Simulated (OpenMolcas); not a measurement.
Ni3+: effect of the IPEA shift

* Program: OpenMolcas
* Basis: ANO-RCC-VTZP [6s5p3d2f1g]
* Scalar Hamiltonian: DKH2, point nucleus
* Active space: 7 electrons in 9 orbitals (RAS2 3d 4s; RAS3 4p, at most 2 electrons)
* State averaging: 2S+1 = 4 even, 50 roots; 2S+1 = 6 even, 5 roots kept (CI in the orbitals of an earlier block); 2S+1 = 2 even, 83 roots kept (CI in the orbitals of an earlier block); 2S+1 = 4 odd, 5 roots (0 in the spin-orbit step); 2S+1 = 6 odd, 5 roots kept (CI in the orbitals of an earlier block)
* Spin-orbit coupling: state interaction with AMFI integrals over the reference wave functions, term energies averaged over their components

Methods on the same reference wave functions:
A. RASSCF
B. MS-RASPT2, IPEA 0 Eh, imaginary shift 0.1 Eh (closed shells correlated: 3s 3p)
C. MS-RASPT2, IPEA 0.25 Eh, imaginary shift 0.1 Eh (closed shells correlated: 3s 3p)

Energies in cm⁻¹ above 3d⁷ ⁴F_9/2, the measured ground level; measured values from Corliss and Sugar, J. Phys. Chem. Ref. Data 10, 197 (1981).

| Level | A | B | C | Measured |
| --- | --- | --- | --- | --- |
| 3d⁷ ⁴F_9/2 | 0.0 | 0.0 | 0.0 | 0.0 |
| 3d⁷ ⁴F_7/2 | 1228 | 1237 | 1236 | 1190 |
| 3d⁷ ⁴F_5/2 | 2125 | 2130 | 2130 | 2042 |
| 3d⁷ ⁴F_3/2 | 2739 | 2730 | 2730 | 2621 |
| 3d⁷ ⁴P_5/2 | 23099 | 17950 | 18220 | 18119 |
| 3d⁷ ²G_9/2 | 23328 | 19370 | 19770 | 19830 |
| 3d⁷ ⁴P_3/2 | 23482 | 18120 | 18420 | 18367 |
| 3d⁷ ⁴P_1/2 | 24078 | 18850 | 19130 | 18958 |
| 3d⁷ ²G_7/2 | 24512 | 20550 | 20950 | 20948 |
| 3d⁷ ²P_3/2 | 30610 | 22690 | 23190 | 23649 |
| 3d⁷ ²H_11/2 | 31100 | 26750 | 27080 | 26649 |
| 3d⁷ ²P_1/2 | 31870 | 23660 | 24180 | 24651 |
| 3d⁷ ²H_9/2 | 32157 | 27820 | 28150 | 27678 |
| 3d⁷ ²D_5/2(1) | 33375 | 26600 | 27090 | 27096 |
| 3d⁷ ²D_3/2(1) | 35261 | 28330 | 28820 | 28778 |
| 3d⁷ ²F_5/2 | 53411 | 42870 | 43390 | 43438 |
| 3d⁷ ²F_7/2 | 53933 | 43410 | 43930 | 43859 |
| 3d⁷ ²D_3/2(2) | 83082 | 67530 | 67860 | 67360 |
| 3d⁷ ²D_5/2(2) | 83679 | 68140 | 68460 | 67990 |
| 3d⁶ 4s ⁶D_9/2 | 101800 | 117090 | 117390 | 110411 |
| 3d⁶ 4s ⁶D_7/2 | 102529 | 117820 | 118120 | 111196 |
| 3d⁶ 4s ⁶D_5/2 | 103070 | 118360 | 118660 | 111763 |
| 3d⁶ 4s ⁶D_3/2 | 103446 | 118730 | 119030 | 112152 |
| 3d⁶ 4s ⁶D_1/2 | 103668 | 118950 | 119250 | 112379 |

Deviations, from unrounded energies. A percentage is the sum of absolute deviations over the sum of measured energies, with the sign that they share, or ± where signs differ.

```tsv
Against measurement	Levels	A	B	C
mean absolute deviation (cm-1)	23	6700	1700	1700
fine structure of the ground term (%)	3	+4.1	+4.1	+4.1
other terms of the ground configuration (%)	15	+23.0	±1.2	±0.7
other configurations (%)	5	-7.8	+5.9	+6.2
```

B, C lie about equally close to measurement and A furthest from it. The largest miss of C in the table is 3d⁶ 4s ⁶D_9/2, by +7000 cm-1. The ranking rests on the paired levels alone, and a cruder setting can come out closer through cancelling errors.

Between B and C the level of the table that moves most is 3d⁷ ²P_1/2, by 520 cm-1 (lowest in B, highest in C). Moves below CASPT2's spread within the term are not significant.

The mean deviations of B to C differ by less than CASPT2's widest spread within a term (1700 cm-1), so their order carries little weight.

From A to B the spin-free energies of the other terms of 3d⁷ shown, above ⁴F, scale by factors of 0.72 to 0.86, as is usual when dynamic correlation screens the repulsion within a d or f shell.

The lowest spin-free term lies below A's lowest term by 0.572 hartree in B, 0.566 hartree in C.

CASPT2 does not keep the components of a term degenerate, so their means are used; among the terms shown or strongly mixed into the levels shown the widest spread is 1700 cm-1 (3d⁷ ⁴F, C). Some high roots are left out of the spin-orbit mixing, which shifts the levels that they would mix with. Terms from blocks run as CI alone lack orbitals of their own. A single d shell beside an s shell can misplace configurations of different d count against each other. The CASPT2 spread within a term exceeds the gap to the next term for 3d⁷ ²D(1) and 3d⁷ ²H, so the order of their levels is uncertain (figures for B; the like holds for C). Without dynamic correlation excited terms often stand tens of per cent too high (terms of higher spin than the ground term too low), and those without a measured partner can miss by more than the paired ones (holds for A). Some levels mix across a computed gap that differs much from the measured one, so their mixing is not that of the real levels (holds for A). Blocks of more than 70 roots (2S+1 = 2 even) ran without multistate coupling (holds for B; C). Computed and measured levels are paired by configuration, term and J; levels that our copy of the source lacks, or whose pairing is in doubt (as where it misses far off the trend of its configuration), stay unpaired and out of the deviations. Levels of configurations outside the active space are missing. Levels that lie high or do not pair safely by name in every column are left out.

A number in round brackets counts repeated terms of one configuration in the order of the reference energies.
